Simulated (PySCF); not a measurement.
Method: PySCF 2.14.0 with PBE-D3(BJ)/def2-TZVP // PBE-D3(BJ)/def2-SVP. All species are isolated molecules in the gas phase. One relaxed conformer stands for a flexible species; it need not be the lowest. 

Reference species: [Hf(Cl)3(NH2)] (neutral, multiplicity 1).

```yaml
charge on the central atom (Mulliken): 1.12 e
HOMO–LUMO gap: 4.32 eV
HOMO: -6.91 eV
```

After one change: the charge on the central atom (Mulliken) rises by 0.04 e; the HOMO–LUMO gap rises by 0.66 eV; the HOMO rises by 1.02 eV.

Problem. Which change was made? The new species is one of these.
A) [Hf(Cl)2(NH2)2]
B) [Hf(Cl)(NH2)3]
C) [Hf(NH2)4]
D) [Hf(Cl)4]

Solution. B, [Hf(Cl)(NH2)3]
